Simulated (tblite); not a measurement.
A tight-binding relaxation on `CB(C)[SiH]1[SiH2][SiH2][SiH2]1`.

Computed with GFN2-xTB geometry optimisation, gas phase (tblite 0.8.0). Start geometry: from a force field or distance geometry. The command runs a driver script over a list of jobs; the input below is this job's line of settings and its coordinates in Å.

Command:
```bash
OMP_NUM_THREADS=1 python probes_run.py task.json out
```

Input:
```
{"job": {"kind": "relax", "xc": "GFN2-xTB", "basis": "xTB"}, "charge": 0, "multiplicity": 1}
C      2.086200     1.815800     0.607300
B      1.399200     0.595300    -0.172200
C      2.458900    -0.293500    -0.981600
Si    -0.230400    -0.083000     0.568800
Si    -1.084700    -1.917100    -0.331200
Si    -3.096900    -1.084800     0.236300
Si    -2.114500     0.932200     0.000100
H      1.769600     1.747900     1.680200
H      1.691600     2.729900     0.122300
H      3.172700     1.757700     0.626800
H      2.868300    -1.119900    -0.376000
H      2.019200    -0.716700    -1.902400
H      3.312200     0.359700    -1.256300
H     -0.137200    -0.233900     2.031700
H     -0.841500    -1.957700    -1.778500
H     -0.817400    -3.136700     0.421900
H     -4.160400    -1.362300    -0.709500
H     -3.433100    -1.267200     1.657700
H     -2.243900     1.316900    -1.397700
H     -2.623100     1.928100     0.949100
```

Output:
```
step      E/eV     max force
  0    -514.54153    2.622
  1    -514.86373    1.640
  2    -515.05454    0.870
  3    -515.18234    0.747
  4    -515.29765    0.880
  5    -515.40981    0.680
  6    -515.49410    0.738
  7    -515.56389    0.691
  8    -515.62702    0.613
  9    -515.67578    0.678
... (196 lines left out)
206    -515.94691    0.022
207    -515.94699    0.019
208    -515.94706    0.018
209    -515.94713    0.020
210    -515.94720    0.018
211    -515.94728    0.015
212    -515.94736    0.012
213    -515.94741    0.013
214    -515.94745    0.012
215    -515.94749    0.010
```

«max force» is the largest atomic force in eV/Å.

From which step on does the largest force stay under 0.1 eV/Å, and how much energy is left to gain from there?

From step 62 (0.092 eV/Å), 64.6 meV above the end.

Main results: energy lowered by 32.4 kcal/mol over 215 steps; largest atomic force 0.010 eV/Å at the end.

Estimate the wall time. Hardware: one thread of an Arm Neoverse V2, no GPU, on a shared host.

About 2.0 s.
Labels such as C1 count atoms from 1, the log's own numbers from 0.
